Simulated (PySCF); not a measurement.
C2H5N3Si, SMILES N[SiH]1N=CC=N1.

The structure is a stationary point at B3LYP-D3(BJ)/def2-SVP. This is a generated structure with no PubChem entry under its InChIKey; it may be hypothetical. One conformer was computed; it need not be the lowest.

These are B3LYP-D3(BJ)/def2-SVP (PySCF) values and carry that method's errors.

Frequencies are harmonic and unscaled.

```json
[
 {"mode": "1", "ν (cm⁻¹)": "117", "IR (km/mol)": "10.1", "moving atoms (share of kinetic energy)": "H 61 %, N 21 %, C 9 %, Si 8 %"},
 {"mode": "2", "ν (cm⁻¹)": "162", "IR (km/mol)": "0.3", "moving atoms (share of kinetic energy)": "N 41 %, H 34 %, C 16 %, Si 10 %"},
 {"mode": "3", "ν (cm⁻¹)": "249", "IR (km/mol)": "54.8", "moving atoms (share of kinetic energy)": "H 64 %, N 18 %, Si 9 %, C 8 %"},
 {"mode": "4", "ν (cm⁻¹)": "342", "IR (km/mol)": "149.1", "moving atoms (share of kinetic energy)": "H 58 %, N 37 %"},
 {"mode": "5", "ν (cm⁻¹)": "418", "IR (km/mol)": "33.9", "moving atoms (share of kinetic energy)": "N 62 %, H 18 %, Si 13 %"},
 {"mode": "6", "ν (cm⁻¹)": "474", "IR (km/mol)": "1.3", "moving atoms (share of kinetic energy)": "H 37 %, C 32 %, N 31 %"},
 {"mode": "7", "ν (cm⁻¹)": "528", "IR (km/mol)": "25.8", "moving atoms (share of kinetic energy)": "Si 39 %, N 34 %, C 19 %, H 8 %"},
 {"mode": "8", "ν (cm⁻¹)": "629", "IR (km/mol)": "38.7", "moving atoms (share of kinetic energy)": "N 40 %, Si 35 %, C 18 %"},
 {"mode": "9", "ν (cm⁻¹)": "699", "IR (km/mol)": "21.0", "moving atoms (share of kinetic energy)": "H 74 %, N 23 %"},
 {"mode": "10", "ν (cm⁻¹)": "718", "IR (km/mol)": "11.8", "moving atoms (share of kinetic energy)": "N 75 %, H 18 %"},
 {"mode": "11", "ν (cm⁻¹)": "773", "IR (km/mol)": "16.5", "moving atoms (share of kinetic energy)": "H 80 %, N 8 %"},
 {"mode": "12", "ν (cm⁻¹)": "857", "IR (km/mol)": "29.0", "moving atoms (share of kinetic energy)": "C 68 %, H 28 %"},
 {"mode": "13", "ν (cm⁻¹)": "880", "IR (km/mol)": "10.9", "moving atoms (share of kinetic energy)": "H 68 %, C 14 %, N 12 %"},
 {"mode": "14", "ν (cm⁻¹)": "889", "IR (km/mol)": "47.2", "moving atoms (share of kinetic energy)": "H 57 %, N 26 %, Si 12 %"},
 {"mode": "15", "ν (cm⁻¹)": "915", "IR (km/mol)": "116.1", "moving atoms (share of kinetic energy)": "C 42 %, N 37 %, H 16 %"},
 {"mode": "16", "ν (cm⁻¹)": "947", "IR (km/mol)": "272.3", "moving atoms (share of kinetic energy)": "H 40 %, Si 36 %, N 21 %"},
 {"mode": "17", "ν (cm⁻¹)": "1016", "IR (km/mol)": "0.1", "moving atoms (share of kinetic energy)": "H 57 %, C 41 %"},
 {"mode": "18", "ν (cm⁻¹)": "1311", "IR (km/mol)": "0.0", "moving atoms (share of kinetic energy)": "H 83 %, N 11 %"},
 {"mode": "19", "ν (cm⁻¹)": "1328", "IR (km/mol)": "7.1", "moving atoms (share of kinetic energy)": "H 75 %, C 18 %"},
 {"mode": "20", "ν (cm⁻¹)": "1536", "IR (km/mol)": "55.9", "moving atoms (share of kinetic energy)": "H 89 %, N 11 %"},
 {"mode": "21", "ν (cm⁻¹)": "1641", "IR (km/mol)": "78.6", "moving atoms (share of kinetic energy)": "C 53 %, N 45 %"},
 {"mode": "22", "ν (cm⁻¹)": "1701", "IR (km/mol)": "7.3", "moving atoms (share of kinetic energy)": "C 58 %, N 38 %"},
 {"mode": "23", "ν (cm⁻¹)": "2274", "IR (km/mol)": "99.9", "moving atoms (share of kinetic energy)": "H 97 %"},
 {"mode": "24", "ν (cm⁻¹)": "3052", "IR (km/mol)": "30.0", "moving atoms (share of kinetic energy)": "H 92 %, C 8 %"},
 {"mode": "25", "ν (cm⁻¹)": "3068", "IR (km/mol)": "91.2", "moving atoms (share of kinetic energy)": "H 92 %, C 8 %"},
 {"mode": "26", "ν (cm⁻¹)": "3583", "IR (km/mol)": "44.8", "moving atoms (share of kinetic energy)": "H 96 %"},
 {"mode": "27", "ν (cm⁻¹)": "3679", "IR (km/mol)": "42.2", "moving atoms (share of kinetic energy)": "H 91 %, N 9 %"}
]
```
